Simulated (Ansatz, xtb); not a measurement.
**C8H5NO: which of two isomers lies lower**

Structure X is `C#Cc1cccc(C=O)n1`, a singlet and structure Y is `C#Cc1ccnc(C=O)c1`, a singlet. Both are isolated molecules in the gas phase, relaxed with B3LYP/def2-SVP; the shapes shown needn't be the lowest conformers.

X (Å):

```xyz
15

C    -3.6448   -2.6881   -1.5130
C    -2.6163   -2.0530   -1.4134
C    -1.4104   -1.2744   -1.3091
C    -1.3770    0.0484   -1.8016
C    -0.1969    0.7831   -1.6888
C     0.9124    0.1855   -1.0923
C     0.7826   -1.1338   -0.6333
C     1.9406   -1.8271    0.0159
N    -0.3415   -1.8479   -0.7353
O     3.0232   -1.3186    0.1826
H    -4.5500   -3.2606   -1.5956
H    -2.2698    0.4758   -2.2613
H    -0.1475    1.8087   -2.0629
H     1.8676    0.6995   -0.9702
H     1.7053   -2.8722    0.3355
```

Y (Å):

```xyz
15

C    -3.1775   -3.1238   -1.6858
C    -2.3238   -2.2795   -1.5114
C    -1.3170   -1.2824   -1.3056
C    -1.6117    0.0905   -1.4268
C    -0.5950    1.0262   -1.2163
C     0.9414   -0.6116   -0.7863
C     2.3573   -0.9463   -0.4331
C     0.0031   -1.6324   -0.9748
N     0.6567    0.6925   -0.9027
O     2.7717   -2.0716   -0.2917
H    -3.9315   -3.8734   -1.8396
H    -2.6215    0.4170   -1.6819
H    -0.8115    2.0968   -1.3076
H     3.0037   -0.0422   -0.3109
H     0.3125   -2.6726   -0.8621
```

Energies in hartree; the thermal terms are from GFN2-xTB frequencies at re-optimised GFN2-xTB minima (ideal gas, soft modes damped towards free rotors, one conformer each, 298.15 K, 1 atm) and include the zero-point energy:

```
                              X           Y
E, CCSD(T)/def2-SVP  −436.216400  −436.217666
    E, MP2/def2-SVP  −436.115662  −436.116985
  E, MP2/def2-TZVPP  −436.899738  −436.900899
  zero-point energy     0.102468     0.102527
       H(298 K) − E     0.112291     0.112336
       G(298 K) − E     0.068411     0.068453
```

Question: Correct the CCSD(T) difference for the basis set by the MP2 change, then work out ΔE, ΔE₀, ΔH and ΔG for X → Y in kJ/mol (1 Eh = 2625.50 kJ/mol) and the equilibrium ratio [Y]/[X].

Answer: 1. Differences Y − X: CCSD(T) −0.001266, MP2 in the small set −0.001323, MP2 in the large set −0.001161 Eh.
2. ΔE = −0.001266 + (−0.001161 − (−0.001323)) = −0.001104 Eh = −2.90 kJ/mol.
3. ΔE₀ = ΔE + ΔZPE = −0.001104 + (+0.000059) Eh = −2.74 kJ/mol.
4. ΔH = ΔE + (+0.000045) Eh = −2.78 kJ/mol.
5. ΔG = ΔE + (+0.000042) Eh = −2.79 kJ/mol, so ΔS = (ΔH − ΔG)/T = 0.0 J/(mol K).
6. kT = 0.9442 mEh, so K = [Y]/[X] = exp(−ΔG/kT) = exp(+1.12) ≈ 3.1.

The two are too close for this level to say which is favoured. An error of 4 kJ/mol in ΔG would change K by a factor of 5. Mirror images and further conformers aren't counted.

As drawn, both hold the same kinds of bond in the same numbers.

Other levels gave ΔE = −3.6 (GFN2-xTB); −2.0 (HF/STO-3G, GFN2-xTB geometries); −3.0 (r2SCAN-D4/def2-SVP, GFN2-xTB geometries); −2.8 (B3LYP/def2-SVP); −2.3 (HF/def2-SVP); −3.5 (MP2/def2-SVP); −3.3 (CCSD(T)/def2-SVP) kJ/mol. The correlated steps freeze 10 core orbitals. Programs: Ansatz 0.2.0, xtb 6.7.1.
